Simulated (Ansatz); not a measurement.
CH₄BClFN, SMILES `NB(Cl)CF` from Hartree–Fock to CCSD(T)

Z-matrix (Å, degrees):
```
C
F 1 1.383
B 1 1.582 2 113.4
H 1 1.097 2 107.8 3 123.9
H 1 1.099 2 107.8 3 -121.1
Cl 3 1.765 1 120.0 2 -24.0
N 3 1.388 1 120.9 2 158.3
H 7 1.006 3 123.0 1 -4.0
H 7 1.006 3 122.6 1 175.6
```

Total charge 0; spin multiplicity 1. Geometry: relaxed with PBE0-D4/def2-TZVP. It is one conformer, not always the lowest. Frozen core, restricted reference, Ansatz 0.2.0. CBS rows extrapolate triple and quadruple zeta; past MP2 they add the triple-zeta difference.

```
     basis     HF (Eh)  MP2 corr.  CCSD corr.       (T)  CCSD(T) total
  def2-SVP           ?          ?           ?  -0.01784              ?
def2-TZVPP  -678.46496   -0.91553           ?  -0.03593              ?
def2-QZVPP  -678.48751   -0.99231           –         –              –
 CBS(def2)  -678.49061   -1.04919    -1.08720     as TZ     -679.61374
```

Question: Fill in the withheld values. (Estimate.)

Answer: Ansatz gave: def2-SVP HF (Eh): -678.04698; def2-SVP MP2 corr.: -0.70405; def2-SVP CCSD corr.: -0.74710; def2-SVP CCSD(T) total: -678.81192; def2-TZVPP CCSD corr.: -0.95355; def2-TZVPP CCSD(T) total: -679.45444.
